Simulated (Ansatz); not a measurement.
```xyz
10

C     1.5512    1.5905    0.2805
N     1.0909    0.5444   -0.2457
C    -0.2742    0.3239   -0.3224
O    -1.0387    0.8918   -1.0352
O    -0.6350   -0.6846    0.5258
B    -1.2324   -1.8533    0.1855
Cl   -1.3976   -2.3649   -1.4743
H     2.6275    1.7523    0.2715
H     0.9229    2.3535    0.7489
H    -1.6147   -2.5536    1.0654
```

Charge 0, multiplicity 1.

Question: List the CAM-B3LYP/def2-TZVPP orbital energies in eV (Ansatz). (An estimate is asked.)

Answer: The calculation gave: Occupied: -2764.63, -524.31, -522.86, -392.88, -283.80, -281.32, -259.42, -198.47, -198.36, -198.31, -188.04, -33.25, -30.91, -28.63, -25.26, -22.05, -19.58, -17.37, -16.38, -15.68, -15.01, -14.82, -13.24, -12.87, -12.40, -11.68, -11.12, -10.72, -10.62, -9.75. Lowest empty: -0.48, 0.21, 1.35, 2.28, 2.69, 3.18, 3.22, 3.48.
